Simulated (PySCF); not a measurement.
From one molecule to another.

First species: C10H11P.
Numbering: `[CH2:1]=[CH:2][c:3]1[cH:4][cH:5][p:6][c:7]([CH:8]=[CH2:9])[c:10]1[CH3:11]` (hydrogens: H12, H13 on C1; H14 on C2; H15 on C4; H16 on C5; H17 on C8; H18, H19 on C9; H20, H21, H22 on C11)

Geometry (GFN2-xTB, Å), atoms numbered from 1 in this order:
```xyz
22
C10H11P angstrom
C     -3.438   -0.526    0.306
C     -2.253   -0.833   -0.203
C     -1.118    0.094   -0.285
C     -1.383    1.414   -0.650
C     -0.422    2.386   -0.796
P      1.281    2.135   -0.636
C      1.311    0.441   -0.184
C      2.649   -0.125   -0.003
C      3.682    0.550    0.484
C      0.182   -0.362   -0.026
C      0.365   -1.764    0.494
H     -3.637    0.438    0.745
H     -4.249   -1.234    0.321
H     -2.087   -1.823   -0.609
H     -2.415    1.679   -0.842
H     -0.736    3.386   -1.071
H      2.783   -1.153   -0.317
H      3.577    1.569    0.821
H      4.660    0.109    0.572
H      1.197   -1.807    1.192
H      0.569   -2.455   -0.326
H     -0.529   -2.101    1.013
```

Second species: C7H7ClN2.
Cartesian coordinates in Å at the GFN2-xTB level; atoms count from 1:
```
atom  x, y, z in Å
Cl1    1.173    1.524    2.300
C2     1.441    0.517    0.919
C3     2.743    0.152    0.577
N4     3.011   -0.611   -0.461
N5     2.050   -1.055   -1.212
C6     0.800   -0.751   -0.949
C7     0.393    0.054    0.129
C8    -1.013    0.377    0.397
C9    -1.981    0.576   -0.745
C10   -2.099   -0.633    0.113
H11    3.592    0.485    1.155
H12    0.077   -1.172   -1.634
H13   -1.154    1.006    1.267
H14   -2.715    1.360   -0.641
H15   -1.604    0.465   -1.751
H16   -2.916   -0.691    0.816
H17   -1.804   -1.589   -0.290
```

Levels: PBE0/pcSseg-1 for dipole moment, HOMO energy, LUMO energy and HOMO–LUMO gap; GFN2-xTB for rotational constant A and rotational constant C. Geometries: GFN2-xTB. All species are isolated and taken at one optimised geometry, non-relativistic unless stated; the electronic structure was computed with PySCF and density fitting.

The conformers computed, where there is a choice (atom-mapped SMILES and torsion angles):
- `[CH2:1]=[CH:2][c:3]1[cH:4][cH:5][p:6][c:7]([CH:8]=[CH2:9])[c:10]1[CH3:11]`: C1–C2–C3–C4 -41°, P6–C7–C8–C9 34°
- `[Cl:1][c:2]1[cH:3][n:4][n:5][cH:6][c:7]1[CH:8]1[CH2:9][CH2:10]1`: C6–C7–C8–C9 -35°

Problem. Which of the two has the higher HOMO–LUMO gap, and by how much?

Solution. The second: 5.35 eV against 4.76 eV, a difference of 0.59 eV.

Problem. Which has the higher HOMO energy?

Solution. The first: -6.49 eV against -6.82 eV, a difference of 0.33 eV.

Problem. Which has the higher rotational constant A?

Solution. The first: 1.679 GHz against 1.473 GHz, a difference of 0.206 GHz.

Problem. Which has the higher dipole moment?

Solution. The second: 4.23 D against 1.98 D, a difference of 2.25 D.

Problem. Which of the two has the higher rotational constant C, and by how much?

Solution. The second: 0.663 GHz against 0.528 GHz, a difference of 0.135 GHz.

Problem. Which of the two has the higher LUMO energy, and by how much?

Solution. The second: -1.47 eV against -1.73 eV, a difference of 0.26 eV.

On the first: In atomic units the dipole is 0.78 e·bohr (1 au = 2.5417 D).

On the second: The dipole equals about 14.1 × 10⁻³⁰ C·m (1 D = 3.33564 × 10⁻³⁰ C·m).
